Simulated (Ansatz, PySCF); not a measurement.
Noncovalent pair: CH4O (SMILES CO) (first 6 atoms) with C3H8 (SMILES CCC); geometry from B3LYP-D3(BJ)/def2-TZVP, rigid monomers moved along the line of their centres of mass till H6···C7 is 3.06 Å.
(charge 0, multiplicity 1):
| atom | x (Å) | y (Å) | z (Å) |
|---|---|---|---|
| C | 0.4843 | 0.2433 | -0.2798 |
| O | -0.5138 | -0.5181 | 0.3832 |
| H | 0.7516 | 1.1470 | 0.2786 |
| H | 0.0681 | 0.5428 | -1.2407 |
| H | 1.3934 | -0.3402 | -0.4639 |
| H | -0.1745 | -0.7962 | 1.2398 |
| C | -0.3005 | -1.2589 | 4.2608 |
| C | -0.0217 | 0.1063 | 4.8843 |
| C | 0.3388 | 1.1681 | 3.8485 |
| H | -0.5323 | -2.0100 | 5.0179 |
| H | -1.1520 | -1.2120 | 3.5768 |
| H | 0.5690 | -1.6205 | 3.7026 |
| H | 0.7907 | 0.0150 | 5.6111 |
| H | -0.9006 | 0.4314 | 5.4480 |
| H | 0.5202 | 2.1378 | 4.3152 |
| H | 1.2458 | 0.8909 | 3.3039 |
| H | -0.4628 | 1.2931 | 3.1170 |

Interaction energies are E(AB) − E(A) − E(B) at the monomers' geometry in the complex; basis-set methods are counterpoise corrected. Rows marked so take none.

Rows in STO-3G carry no dispersion term and start afresh at each structure.

Programs: Ansatz (a first-principles code) with Gaussian orbitals; PySCF for STO-3G rows. Values without a source in brackets are computed.

Question: Predict the interaction energy from B3LYP/def2-TZVPPD.

Answer: -6 meV

Question: Give the interaction energy at the level wB97X-V/def2-TZVPPD.

Answer: -68 meV

Question: What is the computed interaction energy (HF/STO-3G (no counterpoise))?

Answer: 2 meV
